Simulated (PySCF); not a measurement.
F3Ge, charge +1, multiplicity 1. Atoms are numbered in the order given.

```xyz
4

F      1.6687     0.0000     0.0000
Ge     0.0000     0.0000     0.0000
F     -0.8343     1.4451     0.0000
F     -0.8343    -1.4451     0.0000
```
Charge +1, spin multiplicity 1.

Coordinates come from a B3LYP-D3(BJ)/def2-SVP optimisation. The multiplicity is an assumed one; other spin states were not compared. The isomer is the one that the SMILES or the coordinates give; other isomers of the formula were not compared.

Calculation: PySCF with r2SCAN/def2-TZVPD.

Q: Estimate the frontier levels, gap, dipole moment and polarisability. (Estimate from the structure and the level; the computed values follow.)

A: 
```
Item                                                               Value
------------------------------------------------  ----------------------
highest occupied level                                         -18.28 eV
lowest empty level                                             -11.85 eV
orbital gap                                                      6.44 eV
dipole moment about the centre of nuclear charge                  0.00 D
mean static polarisability                          22.7 bohr³ (3.36 Å³)
polarisability, principal values                  17.3, 25.4, 25.4 bohr³
```
